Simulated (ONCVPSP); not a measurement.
iridium (Ir), ONCV: configuration errors across variants

iridium, optimised norm-conserving Vanderbilt (ONCV), made with ONCVPSP 4.0.1 (PBEsol, fully relativistic). Core [Kr] 4d10, reference 4f13 5s2 5p6 5d8 6s2. Waves: 5s+6s: rc 1.35 bohr, ncon 3, nbas 6, qcut 7.7 1/bohr, 2 projectors; 5p: rc 1.30 bohr, ncon 3, nbas 7, qcut 6.1 1/bohr, 2 projectors, debl 3.1 Ha; 5d: rc 2.00 bohr, ncon 3, nbas 8, qcut 6.9 1/bohr, 1 projector; 4f: rc 1.05 bohr, ncon 4, nbas 8, qcut 19 1/bohr, 1 projector. Local part: polynomial inside 0.95 bohr (lpopt 4, dvloc0 -1 Ha). Core correction: polynomial model core, fcfact 0.2.

Open shells are filled in proportion to 2j + 1.

All-electron excitation energies from the reference (eV): (1) 4f14 5s2 5p6 5d7 6s2 -59.530; (2) 4f14 5s2 5p6 5d7 6s1 -49.592; (3) 4f14 5s2 5p6 5d7 6s0 -32.091; (4) 4f14 5s2 5p6 5d7 6s1 6p1 -54.200.

2 further variants failed, have other tests or another functional or relativity, and are left out.

A true bound ghost makes a file unfit for plane-wave use even where its test errors are small: the radial tests pick states by their node count and pass the ghost by.

Errors AE − PS in meV (a dash: test not solved or not reliable):

| change | (1) | (2) | (3) | (4) | bound ghosts | GHOST(+) flags above zero |
| --- | --- | --- | --- | --- | --- | --- |
| base | +66 | +139 | +231 | +115 | none | s, p3/2 |
| p: nbas 8 | +68 | +141 | +233 | +116 | none | s, p3/2 |
| p: qcut 8.8 | -4.4 | +70 | +164 | +54 | none | s |
| core correction polynomial model core, fcfact 0.25 | +61 | +135 | +227 | +110 | none | s, p3/2 |
| local potential polynomial inside 0.75 bohr (lpopt 5, dvloc0 0 Ha) | +148 | +220 | +310 | +197 | s | p3/2, p1/2 |
| s: qcut 7.6; d: qcut 6.8; f: qcut 18.9 | +67 | +142 | +237 | +117 | none | s, p3/2 |

Question: Give the same row for: all radii but the core radius scaled by about 1.11 (s 1.50, p 1.44, d 2.20, f 1.16 bohr); local potential polynomial inside 1.04 bohr (lpopt 4, dvloc0 -1 Ha).

Answer: +305, +392, +506, +365; bound ghosts: none; GHOST(+) flags above zero: s.
